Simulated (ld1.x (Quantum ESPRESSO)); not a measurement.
# u(r) = r·R(r): atom against pseudo-atom (tungsten)

Columns: radius, all-electron u(r) and pseudo u(r) of the 5s shell (level -79.07 eV) of tungsten in the configuration [Kr] 4d10 4f14 5s2 5p6 5d4 6s2 6p0; PBE, scalar-relativistic, ultrasoft scheme, ld1.x (Quantum ESPRESSO) 7.5.

| r (bohr) | all-electron | pseudo |
| --- | --- | --- |
| 0.113 | 0.2733 | 0.2133 |
| 0.225 | 0.0111 | 0.4146 |
| 0.338 | -0.6092 | 0.5984 |
| 0.450 | -0.4009 | 0.7533 |
| 0.563 | 0.1665 | 0.8760 |
| 0.675 | 0.6742 | 0.9605 |
| 0.788 | 0.9968 | 1.0068 |
| 0.900 | 1.1358 | 1.0152 |
| 1.013 | 1.1433 | 0.9891 |
| 1.125 | 1.0697 | 0.9341 |
| 1.238 | 0.9532 | 0.8559 |
| 1.350 | 0.8227 | 0.7632 |
| 1.463 | 0.6922 | 0.6618 |
| 1.575 | 0.5730 | 0.5606 |
| 1.688 | 0.4671 | 0.4637 |
| 1.800 | 0.3775 | 0.3771 |
| 1.913 | 0.3020 | 0.3021 |
| 2.025 | 0.2405 | 0.2405 |
| 2.138 | 0.1901 | 0.1901 |
| 2.250 | 0.1500 | 0.1500 |
| 2.363 | 0.1176 | 0.1176 |
| 2.475 | 0.0922 | 0.0922 |
| 2.588 | 0.0719 | 0.0719 |
| 2.700 | 0.0561 | 0.0561 |
| 2.813 | 0.0435 | 0.0435 |
| 2.925 | 0.0338 | 0.0338 |

**Question.** How many radial nodes do the two functions have?

**Answer.** The all-electron 5s function has n − l − 1 = 4 (the table is too coarse to show those close to the nucleus); the pseudo-wave has 0, since the states of the same l below it are removed with the core.

**Question.** At about which radius was the pseudo-wave matched?

**Answer.** 2.05 bohr. The columns agree to 0.0005 from 1.80 bohr on; several derivatives are matched, so the curves merge somewhat inside the radius.

**Question.** Where does each function peak?

**Answer.** Outermost all-electron maximum near 1.01 bohr, pseudo maximum near 0.90 bohr (to the table’s step).

**Question.** Is the pseudo-wave norm-conserving?

**Answer.** No, it belongs to an ultrasoft set: the norm inside the radius is not constrained, and the difference is carried by the augmentation charge.
